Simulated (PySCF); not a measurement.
H₆B₂O₆Si, SMILES OB(O)O[SiH2]OB(O)O, GFN2-xTB optimised geometry.

```
15

B     -3.47    -1.37     2.10
O     -4.71    -1.13     1.57
O     -3.28    -1.96     3.31
O     -2.39    -1.00     1.40
Si    -2.05    -0.28     0.00
O     -0.43    -0.28     0.00
B      0.57     0.12    -0.79
O      0.27     0.72    -1.98
O      1.84    -0.10    -0.36
H     -5.47    -1.41     2.09
H     -4.06    -2.22     3.79
H     -2.55    -1.09    -1.11
H     -2.55     1.09     0.00
H      1.00     1.00    -2.52
H      2.55     0.19    -0.94
```

Density from CAM-B3LYP/def2-TZVP in PySCF at that geometry.

Minimum of the electron density along straight lines between bonded atoms, close to the bond critical point (lines longer than 1.1 times the sum of covalent radii, or with two minima, are not listed):

```tsv
bond	length / Å	ρ at the minimum / e bohr⁻³	∇²ρ there / e bohr⁻⁵	position (fraction from the first atom)
B1–O2	1.369	0.208	0.83	0.33
B1–O3	1.359	0.213	0.88	0.33
B1–O4	1.335	0.221	1.01	0.34
O4–Si5	1.612	0.146	0.95	0.59
Si5–O6	1.612	0.146	0.95	0.42
O6–B7	1.335	0.221	1.01	0.67
B7–O8	1.369	0.208	0.83	0.33
B7–O9	1.359	0.213	0.88	0.33
O2–H10	0.958	0.361	-2.47	0.81
O3–H11	0.956	0.362	-2.48	0.81
Si5–H12	1.464	0.130	0.15	0.49
Si5–H13	1.464	0.130	0.15	0.49
O8–H14	0.958	0.361	-2.47	0.81
O9–H15	0.956	0.362	-2.48	0.81
```
